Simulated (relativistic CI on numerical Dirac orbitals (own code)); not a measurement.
# Ni2+ in a cubic cluster: 3p photoemission with charge transfer

Computed with a charge-transfer multiplet model of a cubic metal-ligand cluster with up to 2 ligand holes, Slater and spin-orbit integrals from Dirac-Coulomb-Breit ions, Slater integrals scaled by 0.8. The ground state mixes d8 with configurations of k ligand holes L, whose averages lie at kΔ + k(k − 1)U_dd/2; a core hole lowers each added d electron by U_cd. 300 K, Lorentzian 0.9 eV and Gaussian 0.8 eV FWHM.

Atomic integrals in eV (Slater integrals scaled, ζ unscaled), ground: F2dd 9.736, F4dd 6.042, zeta_d 0.080; with the core hole: F2dd 10.622, F4dd 6.633, zeta_d 0.088, zeta_core 1.457, F2cd 11.426, G1cd 14.114, G3cd 8.599.

Cluster parameters (eV): U_dd = 7.1, U_cd = 8.2, 10Dq = 0.95, 10Dq(ligand) = 0.1, V(eg) = 2.7, V(t2g) = -1.28, final-state hopping factor = 0.8.

```tsv
Case	n_d	d8	d9L	d10L2	S
Δ = -2.2 eV	8.74	0.34	0.57	0.09	1.00
Δ = -0.2 eV	8.54	0.50	0.46	0.04	1.00
Δ = 0.8 eV	8.45	0.58	0.39	0.03	1.00
Δ = 2.8 eV	8.31	0.71	0.28	0.01	1.00
Δ = 3.8 eV	8.25	0.76	0.23	0.01	1.00
```

Weights, n_d and S are thermal averages at 300 K. Binding energies count from the first peak over 30 % of the highest in each spectrum, which can be another peak from case to case. The parameters are a model scan and need not match a compound or its usual spin state. Peaks in eV (height, largest 100):
- Δ = -2.2 eV: 0.0 (100), 2.0 (52), 7.9 (36), 14.5 (25)
- Δ = -0.2 eV: 0.0 (100), 7.1 (41), 13.5 (33), 16.6 (8), 23.1 (6), 25.0 (7)
- Δ = 0.8 eV: 0.0 (100), 6.8 (43), 13.0 (28), 22.2 (7), 24.0 (9)
- Δ = 2.8 eV: 0.0 (100), 5.9 (50), 8.9 (21), 10.3 (20), 14.4 (27), 17.7 (5), 20.5 (9), 22.4 (12)
- Δ = 3.8 eV: 0.0 (100), 5.8 (54), 9.5 (24), 14.4 (25), 19.8 (9), 21.7 (13)

Curve for Δ = -0.2 eV (points under 2 left out, the grid thinned):

| E (eV) | Intensity |
| --- | --- |
| -3.7 | 3.0 |
| -3.0 | 4.3 |
| -2.3 | 7.2 |
| -1.6 | 14.9 |
| -0.9 | 44.3 |
| -0.3 | 92.7 |
| 0.4 | 85.8 |
| 1.1 | 60.1 |
| 1.8 | 51.2 |
| 2.5 | 36.7 |
| 3.2 | 23.1 |
| 3.9 | 17.9 |
| 4.6 | 14.3 |
| 5.3 | 15.1 |
| 5.9 | 18.9 |
| 6.6 | 32.5 |
| 7.3 | 39.6 |
| 8.0 | 31.4 |
| 8.7 | 24.2 |
| 9.4 | 17.0 |
| 10.1 | 11.0 |
| 10.8 | 8.1 |
| 11.5 | 8.2 |
| 12.1 | 10.4 |
| 12.8 | 21.8 |
| 13.5 | 32.9 |
| 14.2 | 22.9 |
| 14.9 | 13.4 |
| 15.6 | 7.5 |
| 16.3 | 7.3 |
| 17.0 | 7.0 |
| 17.6 | 3.7 |
| 18.3 | 2.3 |
| 19.0 | 2.7 |
| 19.7 | 3.7 |
| 20.4 | 3.9 |
| 21.1 | 2.9 |
| 21.8 | 2.3 |
| 22.5 | 3.8 |
| 23.2 | 5.7 |
| 23.8 | 4.3 |
| 24.5 | 5.7 |
| 25.2 | 6.8 |
| 25.9 | 3.6 |
| 26.6 | 2.1 |

For the case Δ = 0.8 eV, Δ = 0.8 eV is smaller than U_dd = 7.1 eV, the charge-transfer side of the Zaanen-Sawatzky-Allen scheme. With the core hole the configuration with one ligand hole lies at Δ − U_cd = -10.4, -8.4, -7.4, -5.4, -4.4 eV from the one without, in the order of the table; where this is negative the screened configuration lies lower.
